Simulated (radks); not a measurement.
The tellurium ion Te41+, 11 electrons, occupied as [Ne] 3s1.

Calculated with a radial shooting solver on a logarithmic mesh with Libxc functionals: Dirac Kohn-Sham, BLYP, spin-unpolarised, spherical densities, finite nucleus; Fermi nuclear charge, rms radius 4.7423 fm.

Energy parts (hartree):
total: -5244.24920
kinetic: 5606.85380
electron-nucleus: -11333.77731
Hartree: 575.50012
exchange-correlation: -92.82581

Orbitals (lengths in bohr, moments of r in powers of bohr):
[
 {"orbital": "1s1/2", "occ.": "2", "eigenvalue (hartree)": "-1260.256", "<1/r>": "55.60", "small-component weight": "3.67e-02"},
 {"orbital": "2s1/2", "occ.": "2", "eigenvalue (hartree)": "-270.6765", "<1/r>": "13.19", "small-component weight": "8.09e-03"},
 {"orbital": "2p1/2", "occ.": "2", "eigenvalue (hartree)": "-260.8890", "<1/r>": "13.14", "small-component weight": "8.07e-03"},
 {"orbital": "2p3/2", "occ.": "4", "eigenvalue (hartree)": "-250.3854", "<1/r>": "12.17", "small-component weight": "7.70e-03"},
 {"orbital": "3s1/2", "occ.": "1", "eigenvalue (hartree)": "-110.4803", "<1/r>": "5.407", "small-component weight": "3.16e-03"}
]

The highest occupied level is 3s1/2 at -3006.3 eV. Summed over all electrons, <r^2> = 0.2013 bohr^2, which gives a Langevin (diamagnetic) susceptibility term of -0.159 x 10^-6 cm^3/mol.
